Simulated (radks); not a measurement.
Ionisation of the iodine ion I3+, [Kr] 4d10 5s2 5p2, to [Kr] 4d10 5s2 5p1 as the strength of local exchange is varied. Calculated with a radial shooting solver on a logarithmic mesh with Libxc functionals: scalar-relativistic Kohn-Sham, Slater X-alpha exchange (alpha = 2/3 is LDA exchange), no correlation, spin-polarised, spherical densities, finite nucleus; open shells are filled with parallel spins first (spin-orbit coupling, left out, can overturn this in heavy ions); Fermi nuclear charge, rms radius 4.75 fm.

alpha  E(I3+) (hartree)  exchange (hartree)  IE (eV)  -e of the level emptied (eV)  <r> of it (bohr)
0.594       -7084.76450          -150.39915   38.126                   33.125 (5p)             2.144
0.627       -7093.14613          -158.92905   38.628                   33.623 (5p)             2.132
0.641       -7096.70476          -162.55333   38.842                   33.835 (5p)             2.128
0.653       -7099.75633          -165.66249   39.026                   34.018 (5p)             2.123
0.667       -7103.31803          -169.29289   39.241                   34.232 (5p)             2.118
0.839       -7147.21140          -214.16405   41.932                   36.909 (5p)             2.061
1.044       -7199.85278          -268.29350   45.254                   40.226 (5p)             1.997

NIST Atomic Spectra Database: 40.36 eV (measured). The Delta-SCF value meets it near alpha = 0.74. Open shells are spherical and high-spin; term and fine-structure splittings are not resolved. Spin-orbit splitting is averaged out at the scalar-relativistic level.
